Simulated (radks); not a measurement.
Values are calculated unless marked as measured or tabulated.
Task: These are the eigenvalues of the occupied orbitals of an atom or ion with whole-number occupations (eV). Code: a radial shooting solver on a logarithmic mesh with Libxc functionals. Model: scalar-relativistic Kohn-Sham, Slater X-alpha with alpha = 1.026, spin-unpolarised, spherical densities, finite nucleus; Fermi nuclear charge, rms radius of each element as measured or else 0.836 A^(1/3) + 0.57 fm.

1s: -87820.91
2s: -19062.36
2p: -17062.44
3s: -7264.986
3p: -6678.198
3d: -6152.946

Which element is it, and in what charge state? The configuration may be excited.

Result: Z = 80, mercury, charge +59: Hg59+ in [Ar] 3d3. The list shows which subshells hold electrons but not how many an open one holds; the 1s level, -3227.4 hartree, gives Z - s = 80.3 by -(Z - s)^2/2, which with screening and relativity narrows Z to a few neighbours, and the depths of the outer levels then fix element, charge and occupations together.
